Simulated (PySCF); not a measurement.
**Adding and removing an electron: AsH**

PBE0; PySCF, scalar-relativistic core potentials, basis sets As cc-pVTZ-PP with ECP10, H cc-pVTZ. Neutral (UKS): triplet (π ↑↑), Re = 1.532 Å, ωe = 2157 cm⁻¹, De = 2.86 eV, HOMO -6.97 eV, LUMO -2.80 eV.

AsH⁺ (UKS): doublet (π ↑), Re = 1.535 Å, ωe = 2187 cm⁻¹, De = 3.07 eV to As⁺ + H. The energies at the minima are -332.99091 hartree for AsH and -332.63398 for AsH⁺.

Q: Work out the adiabatic ionisation energy, without and with harmonic zero-point energies (1 hartree = 27.2114 eV, 1 eV = 8065.5 cm⁻¹), and the change of the bond length.

A: At PBE0: 0.35693 hartree = 9.713 eV between the minima; the zero-point term (2187.0 − 2157.0)/2 cm⁻¹ = +0.002 eV makes it 9.714 eV. Re changes by +0.3 pm against the neutral. The electron leaves a π orbital, which is non-bonding in a hydride.

Spin–orbit coupling is left out. For an ion De counts to the pair picked by the measured ionisation energies or electron affinities, which need not be the lowest pair at this level. States were picked by a PBE0 search and need not be the measured ground states.
